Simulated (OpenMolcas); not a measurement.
## Ti: effect of the basis set

```
Program             : OpenMolcas 26.06
Method              : SS-CASPT2, IPEA 0.25 Eh, imaginary shift 0.1 Eh (closed shells correlated: 3s 3p 4s)
Active space        : 2 electrons in 5 orbitals (3d)
State averaging     : 2S+1 = 3 even, 10 roots; 2S+1 = 1 even, 15 roots
Spin-orbit coupling : state interaction with AMFI integrals over the reference wave functions, term energies averaged over their components
```

A. ANO-R1 [5s4p3d1f], X2C, finite nucleus; CASPT2 step of the order of 3 core-seconds
B. ANO-L-VTZP [6s5p3d2f1g], non-relativistic, point nucleus; CASPT2 step of the order of 6 core-seconds
C. ANO-RCC-VTZP [6s5p3d2f1g], DKH2, point nucleus; CASPT2 step of the order of 3 core-seconds
D. ANO-R2 [6s5p4d2f1g], X2C, finite nucleus; CASPT2 step about 4 core-seconds
E. ANO-RCC-VQZP [7s6p4d3f2g1h], DKH2, point nucleus; CASPT2 step roughly 15 core-seconds
F. ANO-R3 [7s5p5d3f2g1h], X2C, finite nucleus; CASPT2 step roughly 12 core-seconds

Energies in cm-1 above 3d2 4s2 3F2, the measured ground level; measured values from NIST Handbook of Basic Atomic Spectroscopic Data.

```json
{"Level": "3d2 4s2 3F2", "A": "0.0", "B": "0.0", "C": "0.0", "D": "0.0", "E": "0.0", "F": "0.0", "Measured": "0.0"}
{"Level": "3d2 4s2 3F3", "A": "178", "B": "186", "C": "181", "D": "178", "E": "183", "F": "182", "Measured": "170"}
{"Level": "3d2 4s2 3F4", "A": "409", "B": "427", "C": "415", "D": "408", "E": "419", "F": "416", "Measured": "387"}
{"Level": "3d2 4s2 1D2", "A": "7100", "B": "6850", "C": "6340", "D": "6450", "E": "6280", "F": "6220", "Measured": "7255"}
{"Level": "3d2 4s2 3P0", "A": "10270", "B": "10380", "C": "9820", "D": "9950", "E": "9920", "F": "9880", "Measured": "8437"}
{"Level": "3d2 4s2 3P1", "A": "10330", "B": "10440", "C": "9890", "D": "10010", "E": "9980", "F": "9950", "Measured": "8492"}
{"Level": "3d2 4s2 3P2", "A": "10450", "B": "10570", "C": "10010", "D": "10130", "E": "10110", "F": "10070", "Measured": "8602"}
{"Level": "3d2 4s2 1G4", "A": "13830", "B": "13340", "C": "12820", "D": "12860", "E": "12520", "F": "12380", "Measured": "12118"}
{"Level": "3d2 4s2 1S0", "A": "28840", "B": "29300", "C": "27770", "D": "27690", "E": "27460", "F": "27350", "Measured": ""}
```

Deviations, from unrounded energies. A percentage is the sum of absolute deviations over the sum of measured energies, with the sign that they share, or ± where signs differ.

```tsv
Against measurement	Levels	A	B	C	D	E	F
mean absolute deviation (cm-1)	7	1100	1100	840	880	840	820
fine structure of the ground term (%)	2	+5.4	+10.0	+7.1	+5.2	+8.0	+7.4
other terms of the ground configuration (%)	5	±16.5	±16.7	±12.9	±13.6	±13.0	±12.6
```

C, E, F lie about equally close to measurement and B furthest from it. The largest miss of F in the table is 3d2 4s2 3P2, by +1500 cm-1. The ranking rests on the paired levels alone, and a cruder setting can come out closer through cancelling errors.

The two smallest mean deviations differ by little beside CASPT2's spread within terms, so their order carries little weight.

Among A to F the level of the table that moves most is 3d2 4s2 1S0, by 2000 cm-1 (lowest in F, highest in B). Moves below CASPT2's spread within the term are not significant.

Term energies are means over components that CASPT2 splits; among the terms shown or strongly mixed into the levels shown the widest spread is 1300 cm-1 (3d2 4s2 1G, B). With the s shell closed, the reference lacks s² → p², s² → d² and s → d mixing, so excited terms can stand far too high and out of order, with CASPT2 too. Some terms miss by over 15 % even with CASPT2, which points to a basis or an active space too small for the shells correlated. Measured partners are found by configuration, term and J. A level has none where our copy of the source lacks it or the pairing is in doubt (some pairs that miss far off the trend of their configuration count as doubtful), and it then counts in no deviation. Levels of configurations outside the active space are missing.
